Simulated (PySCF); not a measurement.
Geometries of 2 isomers of C6H5F3, from PBE0-D3(BJ)/def2-SVP geometry optimisation, gas phase (PySCF 2.14.0). One conformer each, no zero-point energy, no frequencies.

Task: Which isomer lies lower at this level?
A.
```xyz
14
angstrom
C     -2.690    0.007    1.050
C     -1.384    0.020    0.739
C     -0.906   -0.066   -0.626
C      0.371   -0.059   -1.075
C      1.588    0.048   -0.311
F      1.529    0.181    1.018
C      2.816    0.029   -0.858
F      3.924    0.138   -0.178
F      3.029   -0.101   -2.143
H     -3.030    0.071    2.087
H     -3.460   -0.068    0.275
H     -0.643    0.096    1.537
H     -1.684   -0.150   -1.393
H      0.537   -0.141   -2.152
```
B.
```xyz
14
angstrom
C      1.739    1.742    0.824
C      1.100    0.734    0.625
C      0.353   -0.497    0.362
C      0.721   -1.106   -0.999
C     -1.132   -0.309    0.521
F     -1.751   -1.235    1.261
C     -1.868    0.646   -0.045
F     -1.360    1.577   -0.815
F     -3.161    0.774    0.099
H      2.295    2.643    1.006
H      0.619   -1.220    1.153
H      0.461   -0.411   -1.809
H      1.800   -1.310   -1.050
H      0.175   -2.048   -1.152
```

Result: A. That is `C=C/C=C\C(F)=C(F)F`, 26.2 kcal/mol below the other.

```
               SMILES                                      atoms numbered as above      E (Eh)  relative (kcal/mol)  relative (kJ/mol)  dipole (D)
   C=C/C=C\C(F)=C(F)F  [CH2:1]=[CH:2]/[CH:3]=[CH:4]\[C:5]([F:6])=[C:7]([F:8])[F:9]  -530.14948                  0.0                0.0        1.18
C#C[C@H](C)C(F)=C(F)F   [CH:1]#[C:2][C@H:3]([CH3:4])[C:5]([F:6])=[C:7]([F:8])[F:9]  -530.10779                 26.2              109.5        1.54
```

As drawn, the higher has a C≡C bond, which the lower lacks.
